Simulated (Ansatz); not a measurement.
The cluster Pb4S3⁺. Total charge 1; doublet. Geometry r2SCAN-D4/def2-SVP, that of the neutral singlet; atoms count from 1.

```
atom   x (Å)   y (Å)   z (Å)
 Pb1  -1.084  -0.106   1.777
 Pb2   1.083   1.916  -0.621
 Pb3  -1.000  -0.347  -2.027
 Pb4   1.774  -1.387  -0.397
  S5  -0.787  -2.139  -0.026
  S6  -1.574   1.625  -0.282
  S7   1.588   0.439   1.576
```

In the def2 sets Pb takes a core potential; there is no spin–orbit coupling. The structure comes from a short search, and lower isomers may exist.

Estimate the Mulliken populations from the PBE0/def2-SVP orbitals of Ansatz.


| atom | charge (e) | spin (α − β) |
| --- | --- | --- |
| Pb1 | 0.77 | 0.00 |
| Pb2 | 0.57 | 0.35 |
| Pb3 | 0.57 | 0.35 |
| Pb4 | 0.57 | 0.35 |
| S5 | -0.49 | -0.01 |
| S6 | -0.49 | -0.01 |
| S7 | -0.49 | -0.01 |
Mulliken values depend strongly on the basis.

Where does the spin sit?

Summed by element: Pb 1.04, S -0.04, of 1 unpaired in all. Largest on single atoms: Pb4 0.35, Pb3 0.35, Pb2 0.35.

And the Mayer bond orders between heavy atoms (over 0.3)?

Pb1–S5 0.61 (2.73 Å); Pb1–S6 0.61 (2.73 Å); Pb1–S7 0.61 (2.73 Å); Pb2–S6 0.77 (2.69 Å); Pb2–S7 0.77 (2.69 Å); Pb3–S5 0.77 (2.69 Å); Pb3–S6 0.77 (2.69 Å); Pb4–S5 0.77 (2.69 Å); Pb4–S7 0.77 (2.69 Å).
